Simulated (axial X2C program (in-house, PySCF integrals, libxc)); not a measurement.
# Working with the constants of CoS

A bond curve at the PBE0 level, two-component, was computed with an in-house all-electron X2C program for linear molecules (integrals from PySCF) (basis Co dyall-cv3z [9s10p6d3f2g], S dyall-av3z [9s8p3d2f] (cores contracted in-house)) for the state Ω = 7/2 (⟨Sz⟩ = 1.50, ⟨Lz⟩ = 2.00 at PBE0). Its fit gives Re = 1.9650 Å, ωe = 544.0 cm⁻¹, ωexe = 1.73 cm⁻¹ and αe = 9.566e-04 cm⁻¹; the masses are 58.9332 and 31.9721 u. Two-component means X2C with spin–orbit coupling and atomic mean-field Coulomb and Gaunt terms.

Task: Find the reduced mass, Be and the force constant.

Result: From the PBE0 values: μ = 20.7273 u. Be = 16.8576/(μ Re²) = 0.2106 cm⁻¹. k = 5.8918×10⁻⁷ μ ωe² = 3.61 mdyn/Å.

Task: Where do the fundamental and the first overtone lie?

Result: ν(1←0) = ωe − 2ωexe = 540.5 cm⁻¹; ν(2←0) = 2ωe − 6ωexe = 1077.6 cm⁻¹.

Task: Estimate the centrifugal constant by the Kratzer relation.

Result: D = 4Be³/ωe² = 1.26e-07 cm⁻¹.

Task: A Morse curve ties αe to the other constants (Pekeris). How well does that hold?

Result: αe(Morse) = 6Be²/ωe × (√(ωexe/Be) − 1) = 9.131e-04 cm⁻¹; the PBE0 curve gives 9.566e-04 cm⁻¹, a ratio of 0.95.

Task: The dipole moment p changes by 4.21 D/Å at Re. What harmonic infrared intensity follows?

Result: I = 42.256 × (dp/dR)²/μ = 36 km/mol.

The state is a single determinant with fixed occupations, the lowest that a limited PBE0 search found. Density functionals use the spin component along the axis (collinear). Other states lie close and PBE0, whose exact exchange favours high spin, may order them wrongly; the determinant shown need not be the ground state. The nearest other spin-free determinant of the search, M_S = 3/2, Λ = 3, lies 0.46 eV up at the distance of the search. Without a current term, density functionals place determinants with orbital angular momentum somewhat too high. With several unpaired electrons one determinant need not be a pure state. A state of lower Ω lies just above, and one determinant can place such states too high, so the state shown need not be the lowest. The search has Ω = 1/2 only 0.12 eV up.
